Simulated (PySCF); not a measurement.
# Stationary points of [BiBr2]+

Level of theory: PySCF, PBE0, basis Bi def2-TZVP with ECP60, Br def2-TZVP (scalar-relativistic core potentials, no spin–orbit coupling, density fitting).

Relaxations began from a few typed shapes. The search is not exhaustive: other isomers or separated fragments can lie lower, and high-lying points may rest on an excited occupation.

Task: Order these stationary points by electronic energy, lowest first, in kJ/mol from the lowest minimum.
A. singlet D∞h: Bi–Br 2.592 Å (×2); Br–Bi–Br 180.0°
B. singlet C2v: Bi–Br 2.493 Å (×2); Br–Bi–Br 100.7°

Result: B (0.0), A (156.5).

Task: Which of them are minima?

Result: By energy in kJ/mol, 0.0: minimum; 156.5: saddle point, 2 imaginary modes.

Counting electrons, bismuth keeps 2 of its valence electrons outside its bonds, so the VSEPR class is AX2E1 and the expected shape is bent (C2v), as computed.

For the lowest minimum: no spin–orbit coupling is included, which matters more the heavier the element.
